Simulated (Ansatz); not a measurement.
Two structures of Si2H5SBr, singlet, reached by relaxing down either side of one saddle point (PBE0-D4/def2-TZVP). Energies are electronic, without zero-point energy. Program: Ansatz 0.2.0. Basis: def2-TZVPP and def2-QZVPP. Cores are frozen in the correlated methods. Filled d shells of the heavier atoms are correlated. The def2 sets are not built for correlating such inner shells, so the correlated values are less sure here. Extrapolation: Hartree–Fock as exp(−7.88 √X), correlation as X^−2.97. First:

| atom | x (Å) | y (Å) | z (Å) |
| --- | --- | --- | --- |
| Si1 | -0.5299 | -0.5249 | -0.7166 |
| Br2 | 0.9707 | -1.3227 | -2.1676 |
| S3 | -1.2220 | -2.0121 | 0.6403 |
| H4 | -0.0752 | -2.0629 | 1.3397 |
| H5 | -1.7370 | -0.1556 | -1.4937 |
| Si6 | 0.4827 | 1.2489 | 0.4128 |
| H7 | 1.0431 | 2.2292 | -0.5524 |
| H8 | 1.5784 | 0.6829 | 1.2437 |
| H9 | -0.5106 | 1.9172 | 1.2938 |

Second:

```
9
angstrom
Si -1.0980 -0.3377 -0.0507
Br 1.1668 -1.7537 -1.5291
S -1.6202 -1.7321 1.2200
H 0.7868 -2.6507 -0.4872
H -1.7731 -0.1520 -1.3683
Si 0.4028 1.3836 0.4690
H 0.9999 1.9348 -0.7777
H 1.4669 0.8403 1.3489
H -0.3318 2.4674 1.1752
```

Problem. Which bonds change from the first to the second?

Solution. Si₂H₅SBr ([SiH3][SiH]([SH])[Br]) → Si₂H₄S ([SiH3][SiH][S]) + HBr; bonds formed: Br2–H4; bonds broken: Si1–Br2, S3–H4.

Problem. Give the saddle point's structure and its height above each. (Judge from chemistry; the value comes from the calculation.)

Solution. By the calculation: 200.8 kJ/mol above the first and 12.5 kJ/mol above the second (CCSD(T) at an estimated basis limit (MP2 extrapolated from triple and quadruple zeta, plus CCSD(T) − MP2 in triple zeta)).
```
9
angstrom
Si -0.9342 -0.4059 -0.1502
Br 1.1268 -1.8533 -1.4219
S -1.3312 -1.9195 1.0676
H 0.2767 -2.3415 -0.2844
H -1.6997 -0.1846 -1.4103
Si 0.4369 1.3964 0.4507
H 0.9785 2.0533 -0.7675
H 1.5354 0.8832 1.3041
H -0.3893 2.3717 1.2118
```

The T1 diagnostic stays at or below 0.015.

Labels in which every atom is bracketed show which atoms are joined, not bond orders.

For scale, one of the runs: CCSD(T)/def2-TZVPP, 244 basis functions, launched by `ansatz run in.yaml --threads 8 --pin off --events-out ev --progress --plain --max-ram 19148MiB`. Time: 90 s of wall clock on 8 CPU threads of an Arm Neoverse V1; the host was shared. Peak host memory: 4.4 GiB.
